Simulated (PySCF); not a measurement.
Computed with PBE-D3(BJ)/def2-TZVP // B3LYP-D3(BJ)/def2-TZVP (PySCF 2.14.0). All species are isolated molecules in the gas phase. One relaxed conformer stands for a flexible species; it need not be the lowest. Excitations are Tamm–Dancoff values on a coarser integration grid. The basis has no diffuse functions, so Rydberg states are missing or too high.

Reference species (SMILES): `[OH][In]([OH])[OH]` (neutral, multiplicity 1).

| Property | Value |
|---|---|
| T1 excitation (TDA) | 3.84 eV |
| S1 oscillator strength | 0.000 |
| HOMO | -6.95 eV |

Changed species: `[CH3][In]([CH3])[CH3]` (0 of 3 CH3 replaced by OH; the reference has 3 of 3 CH3 replaced by OH).

Task: What does the change do to the T1 excitation (TDA), S1 oscillator strength and HOMO?

Result: the T1 excitation (TDA) rises by 0.24 eV, to 4.08 eV; the S1 oscillator strength is nearly the same; the HOMO rises by 1.11 eV, to -5.84 eV.
